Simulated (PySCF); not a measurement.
Bonds (- single, = double, # triple, : aromatic): C1-C2, C2-O3, O3-Si4, Si4-O5, O5-C6, C6-C7, Si4-O8, O8-C9, C9-C10, Si4-O11, O11-C12, C12-C13. C1 carries H14, H15, H16; C2 carries H17, H18; C6 carries H19, H20; C7 carries H21, H22, H23; C9 carries H24, H25; C10 carries H26, H27, H28; C12 carries H29, H30; C13 carries H31, H32, H33.

Method: structure optimised with PBE0-D3(BJ)/def2-SVP, B97-2/pcSseg-1 with gauge-including orbitals, in PySCF 2.14 (non-relativistic Hamiltonian, single conformer, no solvent model, fast rotation and ring inversion assumed for equivalent nuclei).

Scale: TMS for 13C and 1H and 29Si; H2O for 17O (reference shieldings calculated alike).

```json
{"atoms": "Si4", "nucleus": "29Si", "count": "1", "δ (ppm)": "?"}
{"atoms": "C1/C7/C10/C13", "nucleus": "13C", "count": "4", "δ (ppm)": "19.9"}
{"atoms": "H17/H18/H19/H20/H24/H25/H29/H30", "nucleus": "1H", "count": "8", "δ (ppm)": "3.76"}
{"atoms": "H14/H15/H16/H21/H22/H23/H26/H27/H28/H31/H32/H33", "nucleus": "1H", "count": "12", "δ (ppm)": "?"}
{"atoms": "C2/C6/C9/C12", "nucleus": "13C", "count": "4", "δ (ppm)": "60.7"}
{"atoms": "O3/O5/O8/O11", "nucleus": "17O", "count": "4", "δ (ppm)": "54.4"}
```

Problem. Estimate the values marked ?.

Solution. 
- H14/H15/H16/H21/H22/H23/H26/H27/H28/H31/H32/H33: 1.23 ppm, hydrogen on a methyl carbon
- Si4: -84.8 ppm, silicon bonded to 4 O

Shifts are as computed. Against solution values, carbons near 30 ppm lie about +1 ppm off and those near 130 ppm about +2 ppm. Of 1313 compounds with measured shifts, 239 miss one by over three times the rms of a fit or turn the order of signals round; such compounds aren't used in these exercises. Experimental scales use liquid or dissolved standards, which lie at an offset from isolated H2O (liquid H2O: subtract about 36 ppm).
